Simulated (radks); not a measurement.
Species: the nickel ion Ni5+. Configuration: [Ar] 3d5. Method: Dirac Kohn-Sham, relativistic LDA (MacDonald-Vosko exchange, VWN5 correlation), spin-unpolarised, spherical densities, finite nucleus; open shells fill j = l - 1/2 first; Fermi nuclear charge, rms radius 3.7757 fm; computed with a radial shooting solver on a logarithmic mesh with Libxc functionals. Some entries of the table are withheld. Estimate them.

orbital  occ.  eigenvalue (eV)  r(max) (bohr)
1s1/2       2        -8260.908        0.03552
2s1/2       2              (1)            (2)
2p1/2       2        -947.0611            (3)
2p3/2       4        -929.7046            (4)
3s1/2       2        -196.8342         0.6340
3p1/2       2              (5)            (6)
3p3/2       4              (7)            (8)
3d3/2       4              (9)         0.5888
3d5/2       1             (10)         0.5909

Answer. 
(1) 2s1/2 eigenvalue (eV): -1070.180
(2) 2s1/2 r(max) (bohr): 0.2053
(3) 2p1/2 r(max) (bohr): 0.1632
(4) 2p3/2 r(max) (bohr): 0.1659
(5) 3p1/2 eigenvalue (eV): -158.6416
(6) 3p1/2 r(max) (bohr): 0.6317
(7) 3p3/2 eigenvalue (eV): -156.2351
(8) 3p3/2 r(max) (bohr): 0.6390
(9) 3d3/2 eigenvalue (eV): -92.7045
(10) 3d5/2 eigenvalue (eV): -92.3759
